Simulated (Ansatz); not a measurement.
`C[CH2][Ga@-]1([Cl])[Br+][Ga@-]([Cl])([CH2]C)[Br+]1`. Total charge 0; spin multiplicity 1. The geometry is a stationary point of PBE0-D4/def2-TZVP. It is one conformer, not always the lowest.

```xyz
20

C     1.548    2.893    0.638
C     1.356    1.572    1.372
Ga    2.175    0.056    0.437
Cl    4.270   -0.206    0.053
Br    1.335   -2.114    1.349
Ga   -0.230   -2.124   -0.599
Cl    0.180   -3.913   -1.710
C    -2.003   -1.473   -0.078
C    -2.879   -1.124   -1.274
Br    1.011   -0.281   -1.753
H     1.102    2.869   -0.359
H     1.081    3.717    1.184
H     2.606    3.139    0.519
H     0.297    1.336    1.500
H     1.798    1.605    2.372
H    -1.849   -0.606    0.571
H    -2.461   -2.253    0.536
H    -3.046   -1.990   -1.919
H    -2.431   -0.339   -1.888
H    -3.860   -0.764   -0.951
```

Problem. What is the dipole moment at ωB97M-V/def2-TZVPP? (Best estimate.)

Solution. The calculation gave: 4.35 D, with components (-3.06, 2.53, 1.77) D in this frame, pointing from negative to positive charge.

Problem. And with PBE, r2SCAN, B3LYP? (Estimate.)

Solution. Computed: PBE 4.41 D, r2SCAN 4.52 D, B3LYP 4.47 D.

Problem. Give the Mulliken charges with ωB97M-V, r2SCAN, B3LYP in def2-TZVPP. (An estimate is asked.)

Solution. Ansatz gave: 
| atom | ωB97M-V | r2SCAN | B3LYP |
| --- | --- | --- | --- |
| C1 | -0.32 | -0.15 | -0.28 |
| C2 | -0.28 | -0.12 | -0.18 |
| Ga3 | 0.48 | 0.51 | 0.52 |
| Cl4 | -0.23 | -0.27 | -0.27 |
| Br5 | -0.21 | -0.24 | -0.25 |
| Ga6 | 0.48 | 0.51 | 0.52 |
| Cl7 | -0.23 | -0.27 | -0.27 |
| C8 | -0.28 | -0.12 | -0.18 |
| C9 | -0.32 | -0.15 | -0.28 |
| Br10 | -0.22 | -0.25 | -0.26 |
| H11 | 0.11 | 0.05 | 0.09 |
| H12 | 0.12 | 0.05 | 0.09 |
| H13 | 0.12 | 0.06 | 0.10 |
| H14 | 0.11 | 0.05 | 0.08 |
| H15 | 0.12 | 0.06 | 0.09 |
| H16 | 0.11 | 0.05 | 0.08 |
| H17 | 0.12 | 0.06 | 0.09 |
| H18 | 0.12 | 0.06 | 0.10 |
| H19 | 0.11 | 0.05 | 0.09 |
| H20 | 0.12 | 0.05 | 0.09 |

B3LYP here is the variant with VWN-RPA as its local correlation; programs differ in this.
